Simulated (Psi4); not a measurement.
F3Sb, triplet, geometry from GFN2-xTB of the parent state (a higher spin typed on purpose: for a closed-shell molecule this is an excited state) (core potentials on Sb); HF/def2-TZVP in Psi4.

Input for Psi4:
```
memory 2 GB

molecule mol {
0 3
  Sb    0.001796   -0.002684    0.402632
  F    -1.261065   -0.927082   -0.761131
  F    -0.181799    1.560283   -0.749366
  F     1.432688   -0.617995   -0.771085
}

set basis def2-tzvp
set reference rohf

energy('scf')
print_variables()
```

Problem. Predict the main parts of the log of this Psi4 run.

Solution. 
```
   => Loading Basis Set <=

    Name: DEF2-TZVP
    Role: ORBITAL
    Keyword: BASIS

    !!!  WARNING: ECP capability is in beta. Please check occupations closely.  !!!

         ---------------------------------------------------------
                                   SCF
               by Justin Turney, Rob Parrish, Andy Simmonett
                          and Daniel G. A. Smith
                             ROHF Reference
         ---------------------------------------------------------

  ==> Geometry <==

    Molecular point group: c1
    Full point group: C1

    Geometry (in Angstrom), charge = 0, multiplicity = 3:

       Center              X                  Y                   Z               Mass
    ------------   -----------------  -----------------  -----------------  -----------------
         SB           0.001662129136    -0.002483795903     0.372652470581   120.903812000000
         F           -1.261198870864    -0.926881795903    -0.791110529419    18.998403162730
         F           -0.181932870864     1.560483204097    -0.779345529419    18.998403162730
         F            1.432554129136    -0.617794795903    -0.801064529419    18.998403162730

  Running in c1 symmetry.

  Rotational constants: A =      0.13790  B =      0.13790  C =      0.12069 [cm^-1]
  Rotational constants: A =   4134.07607  B =   4134.07449  C =   3618.24773 [MHz]
  Nuclear repulsion =  215.921522443063196

  Charge       = 0
  Multiplicity = 3
  Electrons    = 50
  Nalpha       = 26
  Nbeta        = 24

  ==> Algorithm <==

  SCF Algorithm Type is DF.
  DIIS enabled.
  MOM disabled.
  Fractional occupation disabled.
  Guess Type is SAD.
  Energy threshold   = 1.00e-06
  Density threshold  = 1.00e-06
  Integral threshold = 1.00e-12

  ==> Primary Basis <==

  Basis Set: DEF2-TZVP
    Blend: DEF2-TZVP
    Number of shells: 49
    Number of basis functions: 143
    Number of Cartesian functions: 167
    Spherical Harmonics?: true
    Max angular momentum: 3

  Core potential: DEF2-TZVP
    Number of shells: 4
    Number of ECP primitives: 18
    Number of ECP core electrons: 28
    Max angular momentum: 3

   => Loading Basis Set <=

    Name: (DEF2-TZVP AUX)
    Role: JKFIT
    Keyword: DF_BASIS_SCF

  ==> Integral Setup <==

  SCF_SUBTYPE=INCORE selected. In-core MEM_DF algorithm will be used.
  Using in-core AOs.

  ==> MemDFJK: Density-Fitted J/K Matrices <==

    J tasked:                   Yes
    K tasked:                   Yes
[...]
   @DF-ROHF iter   2:  -537.48449173380277   -6.31805e-02   3.13016e-03 DIIS
   @DF-ROHF iter   3:  -537.59418366503019   -1.09692e-01   3.38877e-04 DIIS
   @DF-ROHF iter   4:  -537.59606623422542   -1.88257e-03   1.09381e-04 DIIS
   @DF-ROHF iter   5:  -537.59654131783941   -4.75084e-04   4.63739e-05 DIIS
   @DF-ROHF iter   6:  -537.59659660077887   -5.52829e-05   2.10725e-05 DIIS
   @DF-ROHF iter   7:  -537.59660928662504   -1.26858e-05   7.24963e-06 DIIS
   @DF-ROHF iter   8:  -537.59661180950116   -2.52288e-06   2.58785e-06 DIIS
   @DF-ROHF iter   9:  -537.59661238000308   -5.70502e-07   1.31197e-06 DIIS
   @DF-ROHF iter  10:  -537.59661257390462   -1.93902e-07   7.13835e-07 DIIS
  Energy and wave function converged.

  ==> Post-Iterations <==

    Orbital Energies [Eh]
    ---------------------

    Doubly Occupied:

[...]
    Singly Occupied:

[...]
    Virtual:

[...]
    Final Occupation by Irrep:
              A
    DOCC [    24 ]
    SOCC [     2 ]
    NA   [    26 ]
    NB   [    24 ]

  @DF-ROHF Final Energy:  -537.59661257390462

   => Energetics <=

    Nuclear Repulsion Energy =            215.9215224430631963
    One-Electron Energy =               -1267.7262537653728032
    Two-Electron Energy =                 514.2081187484050133
    Total Energy =                       -537.5966125739046220

Computation Completed

Properties will be evaluated at   0.000000,   0.000000,   0.000000 [a0]

Properties computed using the SCF density matrix

 Multipole Moments:

 ------------------------------------------------------------------------------------
     Multipole            Electronic (a.u.)      Nuclear  (a.u.)        Total (a.u.)
 ------------------------------------------------------------------------------------

 L = 1.  Multiply by 2.5417464519 to convert [e a0] to [Debye]
 Dipole X            :          0.1203094           -0.1076568            0.0126526
 Dipole Y            :         -0.0743681            0.1608766            0.0865085
 Dipole Z            :         26.2960759          -24.1368642            2.1592117
 Magnitude           :                                                    2.1609810

 ------------------------------------------------------------------------------------

  Variable Map:
  ----------------------------------------------------------------------------
[...]
  Array Variable Map:
  ----------------------------------------------------------------------------
[...]
[...]
```
